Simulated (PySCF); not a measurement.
Basis set benchmark on one molecule

Molecule: SMILES CCc1ccncc1, C$_{7}$H$_{9}$N.

Atoms are numbered as in `[CH3:1][CH2:2][c:3]1[cH:4][cH:5][n:6][cH:7][cH:8]1`. Each H is labelled by its parent atom.

Geometry PBE0-D3(BJ)/def2-SVP throughout; GIAO in PySCF, gas phase, one conformer, non-relativistic; equivalent atoms averaged; functional PBE0.

Reference values (estimated from measurements, as parent shift plus tabulated substituent increments; solution, not stated per compound (mostly CDCl3 or CCl4); Pretsch, Buehlmann, Badertscher, Structure Determination of Organic Compounds, 4th ed. (2009)): δ(C5/C7) = 149.7 ppm, δ(C4/C8) = 123.2 ppm, δ(C3) = 152.7 ppm, δ(H(C5)/H(C7)) = 8.47 ppm, δ(H(C4)/H(C8)) = 7.11 ppm. Computed shifts are taken against TMS, calculated as an isolated molecule at each level.

How do the basis sets STO-3G, pcSseg-0, 6-31G, 6-31G*, cc-pVDZ, def2-SVP, pcSseg-1, aug-cc-pVDZ, 6-311+G(2d,p), def2-TZVP perform against the reference? Times are CPU seconds on shared hosts with different chips, so compare them loosely.

Answers


```tsv
basis set	functions	C5/C7	C4/C8	C3	H(C5)/H(C7)	H(C4)/H(C8)	mean abs. error C	mean abs. error H	core-s
STO-3G	49	121.1	108.6	120.0	8.65	6.97	25.3	0.16	5.4
pcSseg-0	90	163.4	134.3	158.4	8.99	7.08	10.2	0.27	7.2
6-31G	90	145.2	121.1	146.0	8.90	7.27	4.4	0.29	12
6-31G*	130	143.8	118.3	144.4	8.58	6.92	6.4	0.15	17
cc-pVDZ	157	148.9	123.8	151.9	8.60	6.94	0.7	0.15	16
def2-SVP	157	147.8	122.1	149.8	8.40	6.88	2.0	0.15	15
pcSseg-1	181	156.0	128.4	158.3	8.70	7.04	5.7	0.15	18
aug-cc-pVDZ	265	149.8	122.0	152.7	8.87	7.29	0.4	0.29	37
6-311+G(2d,p)	270	154.4	126.5	157.5	8.81	7.21	4.3	0.22	49
def2-TZVP	302	155.8	127.9	159.9	8.79	7.19	6.0	0.20	43
```

For $^{13}$C the closest is aug-cc-pVDZ (0.4 ppm, with cc-pVDZ practically level) and the furthest STO-3G (25.3 ppm).

For $^{1}$H the closest is cc-pVDZ (0.15 ppm, with pcSseg-1, 6-31G*, def2-SVP, STO-3G practically level) and the furthest 6-31G (0.29 ppm). Where a smaller basis beats a larger one, errors probably cancel. One molecule is a small sample, and vibrational and solvent effects are absent from the calculation.

A small basis that lands close on one nucleus may do so by chance; judge by the trend and by all nuclei.
